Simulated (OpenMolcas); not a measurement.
Co⁷⁺.

| Property | Result |
| --- | --- |
| Program | OpenMolcas |
| Method | CASSCF |
| Basis | ANO-RCC-VTZP [6s5p3d2f1g] |
| Scalar Hamiltonian | DKH2, point nucleus |
| Active space | 2 electrons in 5 orbitals (3d) |
| State averaging | 2S+1 = 3 even, 10 roots; 2S+1 = 1 even, 15 roots (14 in the spin-orbit step) |
| Spin-orbit coupling | state interaction with AMFI integrals over the reference wave functions, term energies averaged over their components |

Levels without dynamic correlation, in cm⁻¹ above 3d² ³F₂:

| Level | E |
| --- | --- |
| 3d² ¹G₄ | 35303 |
| 3d² ¹D₂ | 23126 |
| 3d² ³P₀ | 26560 |

On this reference, SS-CASPT2, IPEA 0.25 Eh, imaginary shift 0.1 Eh (closed shells correlated: 3s 3p) puts 3d² ¹G₄ at 32870 cm⁻¹.

Estimate the other levels at that method by one scale factor, and say how well it serves.

The factor is 32870 / 35303 = 0.931. Scaled values beside those that SS-CASPT2 gives and measured ones (Sugar and Corliss, J. Phys. Chem. Ref. Data 10, 1097 (1981)):
| Level | Scaled | SS-CASPT2 | Miss (%) | Measured |
| --- | --- | --- | --- | --- |
| 3d² ¹D₂ | 21530 | 19660 | +9.5 | 19624 |
| 3d² ³P₀ | 24727 | 22990 | +7.6 | 22304 |
For these levels the scaled values miss SS-CASPT2 by up to 9.5 %, as correlation changes each term by its own factor, spin-orbit parts do not scale and CASPT2 has its own spread within terms. This holds within one configuration; levels of others move differently, and the target method has errors of its own against measurement.

CASPT2 breaks the degeneracy within a term, and the mean is taken; among the terms shown or strongly mixed into the levels shown the widest spread is 760 cm-1 (3d² ³F, SS-CASPT2). Some high roots are left out of the spin-orbit mixing, which shifts the levels that they would mix with. Without dynamic correlation excited terms often stand tens of per cent too high (terms of higher spin than the ground term too low), and those without a measured partner can miss by more than the paired ones (holds for CASSCF). Measured partners are found by configuration, term and J. A level has none where our copy of the source lacks it or the pairing is in doubt (some pairs that miss far off the trend of their configuration count as doubtful), and it then counts in no deviation. Levels of configurations outside the active space are missing.
